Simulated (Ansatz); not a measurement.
Steps of a relaxation of CH₈AlGeN (`[NH2][AlH][CH2][GeH3]`) with RKS PBE0-D4/def2-TZVP.

```sh
$ ansatz run in.yaml --threads 4 --pin off --events-out ev --progress --plain --max-ram 10444MiB
```

```yaml
crystal:
  periodic: [false, false, false]
  atoms:
    - {symbol: N, position_ang: [-0.550597, 2.508143, -0.055884]}
    - {symbol: Al, position_ang: [0.469957, 1.144400, 0.484349]}
    - {symbol: C, position_ang: [-0.319048, -0.639138, 0.713426]}
    - {symbol: Ge, position_ang: [0.286428, -1.933505, -0.644591]}
    - {symbol: H, position_ang: [-1.557208, 2.479373, -0.238650]}
    - {symbol: H, position_ang: [-0.199442, 3.453629, -0.228190]}
    - {symbol: H, position_ang: [2.020143, 1.454170, 0.716612]}
    - {symbol: H, position_ang: [-1.428845, -0.602068, 0.677339]}
    - {symbol: H, position_ang: [-0.032659, -1.060852, 1.701892]}
    - {symbol: H, position_ang: [-0.066427, -1.422110, -2.071191]}
    - {symbol: H, position_ang: [1.828760, -2.108652, -0.570248]}
    - {symbol: H, position_ang: [-0.374162, -3.328590, -0.450863]}
basis:
  gaussian: {orbitals: def2-TZVP}
hamiltonian: {xc: pbe0, dispersion: d4}
relax: {f_tol: 0.005, max_steps: 150}
```

Positions (Å) and forces (eV/Å) along the path, 11 of 36 steps:

```xyz
12
step=1 energy=-65761.5286 eV
N    -0.551    2.508   -0.056   -0.228    0.300   -0.115
Al    0.470    1.144    0.484   -0.219    0.163   -0.094
C    -0.319   -0.639    0.713   -0.186   -0.110    0.230
Ge    0.286   -1.934   -0.645   -0.020   -0.002    0.012
H    -1.557    2.479   -0.239    0.708   -0.023    0.132
H    -0.199    3.454   -0.228   -0.213   -0.642    0.126
H     2.020    1.454    0.717   -0.172   -0.048   -0.014
H    -1.429   -0.602    0.677    0.539   -0.009    0.013
H    -0.033   -1.061    1.702   -0.133    0.197   -0.470
H    -0.066   -1.422   -2.071    0.043   -0.073    0.211
H     1.829   -2.109   -0.570   -0.219    0.028   -0.005
H    -0.374   -3.329   -0.451    0.099    0.218   -0.027
12
step=4 energy=-65761.5657 eV
N    -0.542    2.482   -0.068   -0.007   -0.032    0.005
Al    0.468    1.143    0.492    0.032    0.022    0.013
C    -0.303   -0.629    0.712   -0.015   -0.027   -0.025
Ge    0.273   -1.914   -0.645    0.021   -0.005   -0.007
H    -1.524    2.422   -0.285   -0.002    0.014   -0.002
H    -0.209    3.420   -0.218   -0.002    0.006   -0.009
H     1.997    1.455    0.770   -0.007   -0.001    0.006
H    -1.396   -0.591    0.682   -0.006    0.009    0.020
H    -0.013   -1.051    1.681   -0.004    0.012   -0.002
H    -0.100   -1.409   -2.054   -0.004    0.001    0.003
H     1.804   -2.088   -0.593   -0.001   -0.003   -0.006
H    -0.378   -3.296   -0.441   -0.002    0.004    0.004
12
step=16 energy=-65761.5723 eV
N    -0.412    2.332   -0.272   -0.029    0.012   -0.026
Al    0.459    1.140    0.701    0.010   -0.015    0.011
C    -0.250   -0.667    0.842    0.004    0.002    0.002
Ge    0.166   -1.795   -0.699    0.000    0.004   -0.006
H    -1.271    2.167   -0.773    0.038    0.004    0.021
H    -0.104    3.280   -0.415   -0.009   -0.003   -0.003
H     1.810    1.605    1.390   -0.011   -0.001   -0.004
H    -1.340   -0.651    0.942    0.004   -0.004    0.001
H     0.156   -1.164    1.729   -0.003    0.003   -0.001
H    -0.561   -1.267   -1.951    0.004   -0.003    0.005
H     1.682   -1.776   -0.988   -0.012   -0.001    0.002
H    -0.259   -3.260   -0.471    0.003    0.003   -0.002
12
step=18 energy=-65761.5727 eV
N    -0.393    2.312   -0.295   -0.042   -0.016   -0.024
Al    0.456    1.140    0.722    0.007    0.008    0.002
C    -0.242   -0.672    0.856    0.000    0.000    0.007
Ge    0.152   -1.781   -0.704    0.008    0.005   -0.016
H    -1.232    2.131   -0.824    0.062    0.011    0.037
H    -0.094    3.264   -0.435   -0.006   -0.002   -0.005
H     1.778    1.627    1.453   -0.023   -0.006   -0.012
H    -1.331   -0.661    0.973    0.006   -0.003    0.001
H     0.178   -1.176    1.733   -0.003    0.004   -0.007
H    -0.609   -1.249   -1.935    0.009   -0.005    0.013
H     1.662   -1.739   -1.027   -0.020   -0.002    0.003
H    -0.248   -3.253   -0.483    0.002    0.007   -0.001
12
step=22 energy=-65761.5737 eV
N    -0.357    2.267   -0.342    0.015   -0.008    0.018
Al    0.446    1.143    0.764   -0.017    0.010   -0.013
C    -0.219   -0.682    0.889   -0.006   -0.010   -0.008
Ge    0.125   -1.747   -0.715   -0.003    0.009    0.008
H    -1.149    2.047   -0.924    0.001   -0.005   -0.004
H    -0.077    3.223   -0.485   -0.002   -0.001   -0.001
H     1.695    1.683    1.576    0.001    0.002   -0.001
H    -1.302   -0.689    1.048    0.009    0.001    0.000
H     0.240   -1.199    1.737    0.000    0.001   -0.002
H    -0.684   -1.188   -1.902   -0.003    0.003    0.000
H     1.619   -1.686   -1.091    0.003   -0.003    0.001
H    -0.260   -3.227   -0.520    0.001    0.001    0.002
12
step=24 energy=-65761.5742 eV
N    -0.338    2.238   -0.368   -0.018   -0.015   -0.012
Al    0.438    1.145    0.787   -0.005    0.021   -0.002
C    -0.202   -0.690    0.907   -0.003   -0.025    0.000
Ge    0.108   -1.727   -0.721   -0.010    0.017    0.018
H    -1.098    1.995   -0.985    0.040    0.004    0.031
H    -0.070    3.198   -0.512   -0.003   -0.003   -0.001
H     1.642    1.722    1.644   -0.018   -0.009   -0.015
H    -1.282   -0.709    1.094    0.023    0.002   -0.003
H     0.282   -1.214    1.737   -0.010    0.013   -0.017
H    -0.723   -1.144   -1.882    0.004   -0.005    0.004
H     1.596   -1.662   -1.124   -0.002   -0.003   -0.001
H    -0.276   -3.209   -0.544    0.001    0.002   -0.003
12
step=26 energy=-65761.5744 eV
N    -0.318    2.209   -0.395   -0.004   -0.035   -0.003
Al    0.432    1.148    0.808   -0.039    0.048   -0.005
C    -0.182   -0.697    0.925    0.002   -0.035   -0.011
Ge    0.090   -1.707   -0.727   -0.012    0.009    0.025
H    -1.041    1.942   -1.047    0.053    0.006    0.050
H    -0.066    3.174   -0.536   -0.004   -0.004   -0.003
H     1.577    1.766    1.717   -0.018   -0.013   -0.027
H    -1.256   -0.729    1.144    0.032    0.007   -0.006
H     0.331   -1.226    1.735   -0.014    0.016   -0.023
H    -0.758   -1.099   -1.862    0.004   -0.002    0.005
H     1.570   -1.647   -1.157   -0.001    0.000   -0.001
H    -0.302   -3.190   -0.571    0.001    0.002   -0.001
12
step=28 energy=-65761.5748 eV
N    -0.311    2.204   -0.402    0.029   -0.008    0.036
Al    0.423    1.152    0.817   -0.014    0.020   -0.035
C    -0.175   -0.698    0.927   -0.001   -0.006   -0.006
Ge    0.085   -1.703   -0.728    0.003    0.003    0.001
H    -1.020    1.929   -1.062   -0.003   -0.007   -0.001
H    -0.065    3.171   -0.539   -0.005   -0.005   -0.005
H     1.556    1.777    1.733   -0.004   -0.001    0.003
H    -1.246   -0.736    1.155    0.001    0.000    0.001
H     0.346   -1.227    1.731    0.000    0.001    0.001
H    -0.768   -1.091   -1.857   -0.002    0.001    0.002
H     1.562   -1.645   -1.167   -0.001    0.001    0.002
H    -0.309   -3.186   -0.574   -0.002    0.000    0.002
12
step=31 energy=-65761.5753 eV
N    -0.281    2.171   -0.433    0.000   -0.022    0.013
Al    0.409    1.158    0.843   -0.007    0.015   -0.021
C    -0.147   -0.707    0.943   -0.007    0.004    0.014
Ge    0.062   -1.683   -0.735    0.000    0.005   -0.010
H    -0.940    1.865   -1.132    0.034    0.015    0.031
H    -0.057    3.144   -0.567   -0.012   -0.007   -0.013
H     1.461    1.831    1.822   -0.014   -0.008   -0.012
H    -1.208   -0.763    1.214    0.014   -0.003   -0.003
H     0.411   -1.238    1.721   -0.006    0.006   -0.008
H    -0.817   -1.044   -1.830    0.003   -0.003    0.006
H     1.527   -1.625   -1.212   -0.007   -0.002    0.002
H    -0.342   -3.165   -0.600    0.002    0.001    0.000
12
step=33 energy=-65761.5755 eV
N    -0.267    2.159   -0.444    0.005   -0.008    0.009
Al    0.402    1.161    0.854   -0.006   -0.005   -0.010
C    -0.135   -0.710    0.949   -0.003    0.014    0.010
Ge    0.051   -1.674   -0.738    0.007   -0.003   -0.018
H    -0.900    1.839   -1.160    0.015    0.013    0.014
H    -0.054    3.134   -0.577   -0.011   -0.004   -0.014
H     1.415    1.853    1.858   -0.002   -0.002   -0.002
H    -1.191   -0.775    1.237    0.003   -0.004    0.000
H     0.438   -1.240    1.715    0.001   -0.002    0.000
H    -0.839   -1.028   -1.818   -0.003    0.002    0.003
H     1.510   -1.617   -1.234   -0.004    0.000    0.006
H    -0.353   -3.157   -0.609    0.000    0.000    0.003
12
step=36 energy=-65761.5756 eV
N    -0.246    2.142   -0.460    0.002    0.000    0.003
Al    0.390    1.163    0.868    0.003   -0.001   -0.003
C    -0.124   -0.714    0.958   -0.001   -0.001    0.001
Ge    0.038   -1.662   -0.741   -0.003    0.005   -0.002
H    -0.850    1.805   -1.192   -0.001   -0.001   -0.001
H    -0.046    3.120   -0.598   -0.001    0.001   -0.001
H     1.360    1.875    1.901   -0.002   -0.001    0.000
H    -1.172   -0.794    1.269    0.001   -0.001    0.000
H     0.472   -1.244    1.708    0.000    0.001    0.001
H    -0.872   -1.007   -1.800   -0.001    0.000    0.000
H     1.489   -1.595   -1.259    0.001   -0.002    0.001
H    -0.362   -3.146   -0.620    0.002    0.001    0.001
```

Hardware: 4 threads of an Arm Neoverse V2 on a shared host. Wall time 2 min, peak host memory 0.58 GiB.
